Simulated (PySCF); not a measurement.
Electron correlation in Sr⁺ (strontium, charge +1)

[Kr] 5p1, 2P determinant (an excited configuration). Computed with PySCF 2.14 in aug-cc-pwCVTZ-X2C (10s9p7d3f, 93 functions), with the spin-free X2C one-electron Hamiltonian (Gaussian nucleus). Frozen: [Ar] 3d10; 9 electrons correlated.

| level | correlation energy (mhartree) |
| --- | --- |
| CCSD | -201.36 |
| (T) | -5.05 |
| CCSD(T) | -206.41 |

Diagnostics: T1 = 0.011, D1 = 0.0460, largest double amplitude 0.021.

Cost of the coupled-cluster step: about 22 core-seconds, for 9 correlated electrons.

Iterations:

```
CC2 = 0
CCSD nocc = (np.int64(5), np.int64(4)), nmo = (79, 79)
frozen orbitals [[0, 1, 2, 3, 4, 5, 6, 7, 8, 9, 10, 11, 12, 13], [0, 1, 2, 3, 4, 5, 6, 7, 8, 9, 10, 11, 12, 13]]
max_cycle = 100
direct = 0
conv_tol = 1e-08
conv_tol_normt = 1e-06
diis_space = 8
diis_start_cycle = 0
Init t2, MP2 energy = -0.186268526434028
Init E_corr(UCCSD) = -0.186268526475905
cycle = 1  E_corr(UCCSD) = -0.198328727089287  dE = -0.0120602006  norm(t1,t2) = 0.0338123
cycle = 2  E_corr(UCCSD) = -0.200655333378676  dE = -0.00232660629  norm(t1,t2) = 0.0122287
cycle = 3  E_corr(UCCSD) = -0.201535528437698  dE = -0.000880195059  norm(t1,t2) = 0.00599369
cycle = 4  E_corr(UCCSD) = -0.201376535076403  dE = 0.000158993361  norm(t1,t2) = 0.000746946
cycle = 5  E_corr(UCCSD) = -0.201362329188053  dE = 1.42058883e-05  norm(t1,t2) = 0.000120327
cycle = 6  E_corr(UCCSD) = -0.201364869635472  dE = -2.54044742e-06  norm(t1,t2) = 1.98589e-05
cycle = 7  E_corr(UCCSD) = -0.201364890748492  dE = -2.11130197e-08  norm(t1,t2) = 2.4069e-06
cycle = 8  E_corr(UCCSD) = -0.201364870651148  dE = 2.00973439e-08  norm(t1,t2) = 1.22794e-06
cycle = 9  E_corr(UCCSD) = -0.201364863755783  dE = 6.89536489e-09  norm(t1,t2) = 2.90477e-06
cycle = 10  E_corr(UCCSD) = -0.201364863765843  dE = -1.00601194e-11  norm(t1,t2) = 2.38455e-07
UCCSD converged
E(UCCSD) = -3177.279773448298  E_corr = -0.2013648637658432
UCCSD(T) correction = -0.00505484993798134
```
